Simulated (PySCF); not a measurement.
# Stationary points of TaN(OH)2

Computed with PySCF, B3LYP, basis Ta def2-SVP with ECP60, N def2-SVP, O def2-SVP, H def2-SVP (scalar-relativistic core potentials, no spin–orbit coupling, density fitting).

Relaxations began from a few typed shapes. The search is not exhaustive: other isomers or separated fragments can lie lower, and high-lying points may rest on an excited occupation.

Order these stationary points by electronic energy, lowest first, in kJ/mol from the lowest minimum.
A. singlet C2v: O–H 0.965 Å (×2), Ta–N 1.699 Å, Ta–O 1.957 Å (×2); H–O–Ta 133.8° (×2), N–Ta–O 112.2° (×2), O–Ta–O 135.5°
B. singlet C1: O–H 0.966 Å, O–H 0.969 Å, Ta–N 1.708 Å, Ta–O 1.933 Å, Ta–O 1.951 Å; H–O–Ta 119.1°, H–O–Ta 123.3°, N–Ta–O 103.0°, N–Ta–O 105.6°, O–Ta–O 110.1°
C. singlet Cs: O–H 0.966 Å (×2), Ta–N 1.711 Å, Ta–O 1.933 Å (×2); H–O–Ta 123.0° (×2), N–Ta–O 104.9° (×2), O–Ta–O 109.8°

C (0.0), B (25.9), A (37.4).

Which of them are minima?

By energy in kJ/mol, 0.0: minimum; 25.9: minimum; 37.4: saddle point, 1 imaginary mode.

For the lowest minimum: no spin–orbit coupling is included, which matters more the heavier the element.
